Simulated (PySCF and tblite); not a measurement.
Results of a calculation; reference values are marked as such.
System: C6H10Si, numbered as in [CH3:1][SiH2:2][CH:3]1[CH:4]=[CH:5][CH:6]=[CH:7]1.

Motion: shift of Si2 from C3 to C7. GFN2-xTB gives an electronic barrier of 9.7 kcal/mol.

(1) What does PBE0/pcSseg-1 + D3(BJ) give on PBE0-D3(BJ)/def2-SVP geometries?

(2) And the level of the geometries itself, PBE0-D3(BJ)/def2-SVP?

Programs: tblite and PySCF.

Results:

(1) A barrier of 12.8 kcal/mol, 3.1 above the tight-binding barrier (from unrounded values) and, with GFN2-xTB thermal terms, ΔG‡(298 K) = 13.1 kcal/mol and k = 3350 s⁻¹ (2 equivalent paths).

(2) 12.0 kcal/mol.
